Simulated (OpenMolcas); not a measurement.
Se: effect of the active space

```json
{
  "Program": "OpenMolcas",
  "Method": "SS-CASPT2 or its RAS form, IPEA 0.25 Eh, imaginary shift 0.1 Eh",
  "Basis": "ANO-RCC-VTZP",
  "Scalar Hamiltonian": "DKH2, point nucleus",
  "Spin-orbit coupling": "state interaction with AMFI integrals over the reference wave functions, term energies averaged over their components"
}
```

A. 4 electrons in 3 orbitals (4p); 2S+1 = 3 even, 3 roots; 2S+1 = 1 even, 6 roots; closed shells correlated: 3d 4s; CASPT2 step about 1.1 core-seconds
B. 6 electrons in 8 orbitals (4s 4p 5s 5p); 2S+1 = 3 even, 3 roots; 2S+1 = 1 even, 6 roots; closed shells correlated: 3d; CASPT2 step of the order of 4 core-seconds
C. 6 electrons in 9 orbitals (RAS2 4s 4p; RAS3 4d, at most 2 electrons); 2S+1 = 3 even, 3 roots; 2S+1 = 1 even, 6 roots; 2S+1 = 3 odd, 3 roots; closed shells correlated: 3d; CASPT2 step about 8 core-seconds

Energies in cm⁻¹ above 4s² 4p⁴ ³P₂, the measured ground level; measured values from NIST Handbook of Basic Atomic Spectroscopic Data.

```tsv
Level	A	B	C	Measured
4s² 4p⁴ ³P₂	0.0	0.0	0.0	0.0
4s² 4p⁴ ³P₁	1833	1760	1804	1989
4s² 4p⁴ ³P₀	2410	2300	2370	2534
4s² 4p⁴ ¹D₂	9920	10170	9980	9576
4s² 4p⁴ ¹S₀	23560	22810	22930	22446
```

Deviations, from unrounded energies. A percentage is the sum of absolute deviations over the sum of measured energies, with the sign that they share, or ± where signs differ.

```
                        Against measurement  Levels     A      B     C
             mean absolute deviation (cm-1)       4   440    360   310
      fine structure of the ground term (%)       2  -6.3  -10.3  -7.7
other terms of the ground configuration (%)       2  +4.6   +3.0  +2.8
```

C lies closest to measurement on these levels and A furthest from it. The largest miss of C in the table is 4s² 4p⁴ ¹S₀, by +480 cm-1. The ranking rests on the paired levels alone, and a cruder setting can come out closer through cancelling errors.

Among A to C the level of the table that moves most is 4s² 4p⁴ ¹S₀, by 750 cm-1 (lowest in B, highest in A). Moves below CASPT2's spread within the term are not significant.

Term energies are means over components that CASPT2 splits; among the terms shown or strongly mixed into the levels shown the widest spread is 170 cm-1 (4s² 4p⁴ ¹D, A). With the s shell closed, the reference lacks s² → p² mixing (holds for A). Active for correlation alone: 5p 5s; no level in the range computed is led by a configuration that fills them, so any true level of that kind is missing (holds for B). Active for correlation alone: 4d; no level in the range computed is led by a configuration that fills it, so any true level of that kind is missing (holds for C). Measured partners are found by configuration, term and J. A level has none where our copy of the source lacks it or the pairing is in doubt (some pairs that miss far off the trend of their configuration count as doubtful), and it then counts in no deviation. Levels of configurations outside the active space are missing. The table leaves out levels that lie high or whose names do not pair safely across all columns.
